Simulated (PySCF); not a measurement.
Si(H)2(NHSiH3)(Me) (CH9NSi2), SMILES C[SiH2]N[SiH3]. Heavy atoms are numbered as in [SiH2:1]([CH3:2])[NH:3][SiH3:4]. Hydrogens are named by the atom that carries them.

Geometry: PBE0-D3(BJ)/def2-SVP. Other conformers were not sampled.

The numbers are results of PySCF with KT2/pcSseg-1, not measurements.

GIAO shieldings, no solvent; atoms alike by connectivity are averaged. δ = σ(ref) − σ: ²⁹Si against TMS (σ = 361.9 ppm); ¹³C against TMS (σ = 185.1 ppm); ¹⁵N against NH3 (σ = 266.2 ppm); ¹H against TMS (σ = 31.47 ppm), references at their B3LYP-D3(BJ)/def2-TZVP geometries, non-relativistic.

Computed chemical shifts:
```
nucleus       atoms  count  δ (ppm)
-------  ----------  -----  -------
²⁹Si     Si1 (SiH2)      1    -25.3
²⁹Si     Si4 (SiH3)      1    -56.2
¹³C        C2 (CH3)      1     -5.0
¹⁵N         N3 (NH)      1     -2.1
¹H         H on Si1      2     5.37
¹H         H on Si4      3     5.09
¹H          H on C2      3     0.80
¹H          H on N3      1    -0.44
```
